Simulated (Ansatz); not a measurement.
Level of theory: frozen-core CCSD(T)/cc-pVTZ // PBE0-D4/def2-TZVP run with Ansatz (a first-principles code).

Ansatz 0.2 input:
```yaml
crystal:
  periodic: [false, false, false]
  atoms:
    - { symbol: Si, position_ang: [1.035737, -0.000011, -0.000007] }
    - { symbol: S, position_ang: [-1.035737, 0.000011, 0.000007] }
basis:
  gaussian: { orbitals: cc-pVTZ }
correlation:
  method: ccsd_t
total_charge: 1
magnetization:
  spin_polarized: true
  initial_magnetization: 1
```

Output:

```
Functional definition: HF
406 factors; integrals over basis functions are off by at most 9.0e-4 eV
mean field evaluation 1: about -18665.7558 eV, gradient 2.4e1 eV
mean field evaluation 2: about -18665.9066 eV, gradient 2.4e1 eV
mean field evaluation 4: about -18670.6621 eV, gradient 2.7e0 eV
mean field evaluation 8: about -18670.8366 eV, gradient 3.2e-1 eV
mean field evaluation 16: about -18670.8559 eV, gradient 1.3e-3 eV
mean field evaluation 32: about -18670.8559 eV, gradient 6.8e-4 eV
mean field evaluation 64: about -18671.7994 eV, gradient 1.7e-4 eV
mean field evaluation 96: about -18670.8551 eV, gradient 5.4e-2 eV
mean field evaluation 128: about -18670.8559 eV, gradient 4.6e-6 eV
mean field evaluation 160: about -18660.4765 eV, gradient 1.6e1 eV
mean field evaluation 192: about -18668.6261 eV, gradient 1.4e-5 eV
mean field evaluation 224: about -18670.7365 eV, gradient 1.6e0 eV
mean field evaluation 256: about -18671.7925 eV, gradient 1.2e-1 eV
mean field evaluation 288: about -18671.5931 eV, gradient 2.2e0 eV
mean field evaluation 320: about -18666.0586 eV, gradient 7.1e0 eV
mean field evaluation 352: about -18671.0862 eV, gradient 4.1e0 eV
mean field evaluation 384: about -18666.3707 eV, gradient 1.3e1 eV
mean field evaluation 416: about -18668.6261 eV, gradient 1.5e-2 eV
mean field evaluation 448: about -18670.8559 eV, gradient 5.9e-4 eV
mean field evaluation 480: about -18669.0938 eV, gradient 2.2e-4 eV
mean field evaluation 512: about -18670.5663 eV, gradient 5.9e-1 eV
mean field evaluation 544: about -18670.8559 eV, gradient 9.2e-3 eV
mean field evaluation 576: about -18670.5822 eV, gradient 5.3e-1 eV
mean field evaluation 608: about -18668.6261 eV, gradient 8.0e-4 eV
mean field evaluation 640: about -18664.1484 eV, gradient 8.2e-2 eV
mean field evaluation 672: about -18668.6981 eV, gradient 7.7e-2 eV
mean field evaluation 704: about -18667.4727 eV, gradient 2.1e-1 eV
mean field evaluation 736: about -18667.4755 eV, gradient 1.2e1 eV
mean field evaluation 768: about -18671.7994 eV, gradient 1.6e-3 eV
mean field evaluation 800: about -18668.6261 eV, gradient 2.2e-3 eV
mean field evaluation 832: about -18668.7239 eV, gradient 5.1e0 eV
mean field evaluation 864: about -18668.6786 eV, gradient 8.4e-1 eV
mean field evaluation 896: about -18670.0953 eV, gradient 3.4e0 eV
mean field evaluation 928: about -18670.4258 eV, gradient 2.1e0 eV
mean field evaluation 960: about -18670.5925 eV, gradient 4.2e-1 eV
mean field evaluation 992: about -18670.7076 eV, gradient 2.4e0 eV
mean field evaluation 1024: about -18668.4503 eV, gradient 4.2e-2 eV
mean field evaluation 1056: about -18668.2914 eV, gradient 3.4e-2 eV
mean field evaluation 1088: about -18666.4013 eV, gradient 1.0e1 eV
mean field evaluation 1120: about -18669.1682 eV, gradient 4.9e0 eV
mean field evaluation 1152: about -18666.1024 eV, gradient 3.3e-3 eV
mean field evaluation 1184: about -18671.7984 eV, gradient 9.0e-2 eV
mean field evaluation 1216: about -18667.9471 eV, gradient 8.8e0 eV
mean field evaluation 1248: about -18668.6261 eV, gradient 2.3e-3 eV
mean field evaluation 1280: about -18669.0938 eV, gradient 4.3e-3 eV
mean field evaluation 1312: about -18667.1706 eV, gradient 6.1e-1 eV
mean field evaluation 1344: about -18667.8425 eV, gradient 8.1e0 eV
mean field evaluation 1376: about -18668.6984 eV, gradient 4.3e-3 eV
mean field evaluation 1408: about -18668.4504 eV, gradient 5.9e-3 eV
mean field evaluation 1440: about -18667.4983 eV, gradient 2.5e-1 eV
mean field evaluation 1472: about -18668.2898 eV, gradient 1.7e-1 eV
mean field evaluation 1504: about -18664.8453 eV, gradient 1.9e1 eV
mean field evaluation 1536: about -18666.1024 eV, gradient 4.1e-2 eV
mean field evaluation 1568: about -18667.0660 eV, gradient 6.2e0 eV
mean field evaluation 1600: about -18671.7994 eV, gradient 3.2e-3 eV
mean field evaluation 1632: about -18670.6609 eV, gradient 3.5e-1 eV
mean field evaluation 1664: about -18670.6784 eV, gradient 6.9e-1 eV
mean field evaluation 1696: about -18668.6984 eV, gradient 4.4e-4 eV
mean field evaluation 1728: about -18671.7915 eV, gradient 2.2e-1 eV
mean field evaluation 1760: about -18668.6972 eV, gradient 2.0e-1 eV
mean field evaluation 1792: about -18668.2908 eV, gradient 1.6e-1 eV
mean field evaluation 1824: about -18667.2770 eV, gradient 3.2e-1 eV
mean field evaluation 1856: about -18668.6261 eV, gradient 1.3e-6 eV
mean field evaluation 1888: about -18668.4247 eV, gradient 8.7e-1 eV
mean field -18671.79941307 eV, -686.1759722300 hartree, gradient 4.6e-8 eV, S^2 0.763796; 21 other end points of the search recorded, 0 dependent functions left out
determinant -18671.79941307 eV, -686.1759722300 hartree, with singles and doubles -18678.37148542 eV, -686.4174914345 hartree
determinant -18670.85590591 eV, -686.1412989815 hartree, with singles and doubles -18677.87193810 eV, -686.3991334088 hartree
determinant -18669.09376037 eV, -686.0765413273 hartree, with singles and doubles -18674.81807063 eV, -686.2869058492 hartree
determinant -18668.69842859 eV, -686.0620131525 hartree, with singles and doubles -18674.81135328 eV, -686.2866589911 hartree
determinant -18668.62614818 eV, -686.0593568962 hartree, with singles and doubles -18674.38318211 eV, -686.2709239911 hartree
determinant -18668.45040056 eV, -686.0528982904 hartree, with singles and doubles -18674.58671828 eV, -686.2784038073 hartree
determinant -18671.79941307 eV, -686.1759722300 hartree, with singles and doubles -18678.31596565 eV, -686.4154511205 hartree
determinant -18670.85590591 eV, -686.1412989815 hartree, with singles and doubles -18677.82999677 eV, -686.3975920936 hartree
10 core orbitals not correlated
reference -18671.79941307 eV, -686.1759722300 hartree; 5, 4 occupied and 53, 54 virtual orbitals, 406 factors
second order -5.62015004 eV of doubles, -0.00000000 eV of singles
cycle   1  -6.51655384 eV  change   -1.3e-6 eV  update   1.3e-6
perturbative correction -0.33151384 eV, -0.0121829089 hartree
Total energy: -18678.64748075 eV, -686.4276340756 hartree
```

Cost: roughly 40 core-seconds.
